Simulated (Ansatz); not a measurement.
Reactions of `N=C(N)[Se][SiH3]`.

Calculated with Ansatz (gas phase, PBE0-D4/def2-TZVP geometries, no zero-point term in ΔE). CCSD(T)/CBS adds triple-zeta CCSD(T) − MP2 to the extrapolated MP2 energy (def2 sets, frozen cores). This one scheme is used for every species. Double bonds are as drawn, so ΔE can hold a change between cis and trans. DFT in def2-TZVPP. Elements past krypton have def2 core potentials. For Ga, Se, Te outer-core shells are correlated without core-valence functions, which leaves a few kJ/mol of doubt a bond. Scalar relativity is left out up to krypton. One conformer a species, not always the lowest.

```json
{"reaction": "`N=C(N)[Se][SiH3]` + `C#[C][GaH2]` → `C#C[Se][SiH3]` + `N=[C](N)[GaH2]`", "PBE0-D4 (kJ/mol)": "63", "ωB97X-V (kJ/mol)": "63", "r2SCAN-D4 (kJ/mol)": "69"}
{"reaction": "`N=C(N)[Se][SiH3]` + `ClB[TeH]` → `[SiH3][Se]BCl` + `N=C(N)[TeH]`", "PBE0-D4 (kJ/mol)": "-11", "ωB97X-V (kJ/mol)": "-12", "r2SCAN-D4 (kJ/mol)": "-12"}
{"reaction": "`N=C(N)[Se][SiH3]` + H₂S → `N=C(N)S` + `[SiH3][SeH]`", "PBE0-D4 (kJ/mol)": "2", "ωB97X-V (kJ/mol)": "0", "r2SCAN-D4 (kJ/mol)": "3"}
{"reaction": "`N=C(N)[Se][SiH3]` → `NC1N[SiH2][Se]1`", "PBE0-D4 (kJ/mol)": "-60", "ωB97X-V (kJ/mol)": "-57", "r2SCAN-D4 (kJ/mol)": "-49"}
{"reaction": "`N=C(N)[Se][SiH3]` + `B/C=C/CC` → `B/C=C/[Se][SiH3]` + `CCC(=N)N`", "PBE0-D4 (kJ/mol)": "-1", "ωB97X-V (kJ/mol)": "-2", "r2SCAN-D4 (kJ/mol)": "-1"}
{"reaction": "`N=C(N)[Se][SiH3]` + `NB[SiH2]Cl` → `NB[Se][SiH3]` + `N=C(N)[SiH2]Cl`", "PBE0-D4 (kJ/mol)": "-90", "ωB97X-V (kJ/mol)": "-92", "r2SCAN-D4 (kJ/mol)": "-91"}
{"reaction": "`N=C(N)[Se][SiH3]` + H₂ → `N=C(N)[SeH]` + SiH₄", "PBE0-D4 (kJ/mol)": "43", "ωB97X-V (kJ/mol)": "36", "r2SCAN-D4 (kJ/mol)": "44"}
{"reaction": "`N=C(N)[Se][SiH3]` + `C=CNC` → `C=CN(C)[SiH3]` + `N=C(N)[SeH]`", "PBE0-D4 (kJ/mol)": "16", "ωB97X-V (kJ/mol)": "8", "r2SCAN-D4 (kJ/mol)": "12"}
{"reaction": "`N=C(N)[Se][SiH3]` + `O=C(O)O` → `O=C(O)O[SiH3]` + `N=C(N)[SeH]`", "PBE0-D4 (kJ/mol)": "-7", "ωB97X-V (kJ/mol)": "-20", "r2SCAN-D4 (kJ/mol)": "-15"}
{"reaction": "`N=C(N)[Se][SiH3]` + `C[Se][AlH][F]` → `C[Se][Se][SiH3]` + `N=[C](N)[AlH][F]`", "PBE0-D4 (kJ/mol)": "79", "ωB97X-V (kJ/mol)": "76", "r2SCAN-D4 (kJ/mol)": "84"}
```

Q: Give the CCSD(T)/CBS values in the same order. (Estimate.)

A: The calculation gave: 65, -15, 4, -60, -2, -95, 44, 8, -18, 78 kJ/mol.

Largest T1 diagnostic: 0.014, for `N=[C](N)[AlH][F]`.
